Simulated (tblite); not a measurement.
C₅H₇B₂F₂ (doublet state).
Numbering: `[CH3:1][B:2]([CH2:3][B:4]([F:5])[F:6])[C@@H:7]1[C:8]=[CH:9]1` (hydrogens: H10, H11, H12 on C1; H13, H14 on C3; H15 on C7; H16 on C9)

Geometry (GFN2-xTB, Å), atoms numbered from 1 in this order:
```
atom  x, y, z in Å
C1    -0.032   -2.035   -0.176
B2     0.183   -0.510    0.160
C3    -1.043    0.424    0.573
B4    -1.730    0.936   -0.735
F5    -2.768    0.345   -1.300
F6    -1.283    1.973   -1.426
C7     1.587    0.107    0.025
C8     2.084    1.254    0.850
C9     1.737    1.734   -0.271
H10   -1.010   -2.417    0.104
H11    0.073   -2.185   -1.251
H12    0.723   -2.669    0.286
H13   -1.761   -0.134    1.170
H14   -0.678    1.273    1.150
H15    2.383   -0.493   -0.415
H16    1.530    2.408   -1.061
```

Computed values, GFN2-xTB/tblite, gas phase, harmonic and unscaled. The method is semi-empirical: single wavenumbers can be off by several per cent or more. One conformer, not necessarily the lowest. Open shells enter through the occupations alone, without spin polarisation, and single modes of such species can be off by tens of per cent. The optimisation stopped once no atom felt more than 0.01 eV/Å.

Lowest wavenumbers of the output (negative numbers stand for imaginary wavenumbers):
```
mode    cm-1
  1     -42.1
  2      34.7
  3      45.0
  4      70.8
  5      90.4
  6     164.0
  7     185.6
  8     258.7
  9     321.6
 10     395.2
```

Question: Is this structure a minimum?

Answer: Not by this Hessian. 1 mode is imaginary beyond 20i (42i cm⁻¹), so at this level the point lies at or near a first-order saddle. The curvature is small, so loose convergence or finite differences may be the whole cause.

Question: Which atoms move in the imaginary mode?

Answer: 42i: H11 (hydrogen on carbon) 39 %, H12 (hydrogen on carbon) 33 %, H10 (hydrogen on carbon) 26 %. These are shares of the mass-weighted motion.

Question: What is the remedy?

Answer: Step along that mode in both directions, optimise again with tighter thresholds and repeat the frequencies. The zero-point energy of this point (68.7 kcal/mol) counts the 41 real modes alone, and thermal corrections from it aren't those of a minimum.
